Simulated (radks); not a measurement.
Values are calculated unless marked as measured or tabulated.
Initial-state core-level shifts of the iron ion Fe+ when its valence configuration changes from [Ar] 3d6 4s1. Code: a radial shooting solver on a logarithmic mesh with Libxc functionals. Model: non-relativistic Kohn-Sham, PBEsol, spin-unpolarised, spherical densities, point nucleus. Shifts are changes of the shell-averaged eigenvalues in eV (positive: less bound); the change of the density at the nucleus, which sets a Mossbauer isomer shift, is in e/bohr^3, on a base of 1.19e+04.

valence	1s	2p	3s	3p	density at nucleus
3d6 4p1	-1.437	-1.361	-1.445	-1.443	-5.737
3d5.5 4s1.5	-3.318	-3.695	-3.204	-3.113	+4.259
3d4 4s1 4p2	-17.904	-19.665	-16.782	-16.355	+6.447
3d5 4s2	-6.977	-7.784	-6.652	-6.461	+9.192
3d5 4s1 4p1	-8.386	-9.142	-8.055	-7.858	+2.790
3d5.5 4s0.5 4p1	-4.745	-5.059	-4.632	-4.536	-1.792
3d7	+5.555	+6.157	+5.551	+5.400	-6.779
3d6.5 4s0.5	+2.963	+3.288	+2.929	+2.848	-3.653
3d4 4s2 4p1	-16.610	-18.401	-15.501	-15.083	+14.052
